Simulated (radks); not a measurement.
Task: Radial electron density D(r) = 4 pi r^2 rho(r) of an atom or ion with 12 electrons. All-electron calculation, Dirac Kohn-Sham, LDA (Slater exchange, Perdew-Wang correlation), spin-unpolarised, spherical densities, point nucleus. Program: a radial shooting solver on a logarithmic mesh with Libxc functionals.

r (bohr),D(r) (e/bohr)
0.01259,2.508
0.01443,3.123
0.01666,3.908
0.01909,4.787
0.02204,5.872
0.02526,7.039
0.02893,8.330
0.03342,9.799
0.03828,11.23
0.04421,12.70
0.05065,13.95
0.0585,15.01
0.06702,15.63
0.07679,15.79
0.08868,15.41
0.1016,14.56
0.1173,13.27
0.1344,11.91
0.1552,10.63
0.1779,9.855
0.2038,9.718
0.2353,10.31
0.2696,11.42
0.3114,12.79
0.3567,13.82
0.412,14.20
0.472,13.61
0.5408,12.12
0.6245,9.807
0.7155,7.348
0.8264,4.927
0.9467,3.137
1.093,1.896
1.253,1.261
1.435,0.9569
1.657,0.7834
1.899,0.6348
2.193,0.4647
2.512,0.3225
2.902,0.2184
3.324,0.1510
3.809,0.08634
4.399,0.02223
5.039,0.002760
5.82,0.05548
6.668,0.1477
7.7,0.2071
8.822,0.1790
10.11,0.1028
11.67,0.03662
13.37,0.008939
15.44,0.001239
17.69,0.0001180

What is the nuclear charge?

Result: Z = 14. The innermost maximum, from 1s, lies near gamma/Z bohr with gamma = sqrt(1 - (Z/c)^2) = 0.995, here 0.0711 bohr (found: 0.0750), and its height grows with Z. The density is that of the silicon ion Si2+ in [Ne] 3s1 5s1; the configuration itself is not fixed sharply by these data, and Z only to about a unit. D(r) has 3 maxima, at r = 0.0750, 0.405, 7.89 bohr, and minima at 0.196, 4.92 bohr, inside which lie 2.20, 11.15 electrons.
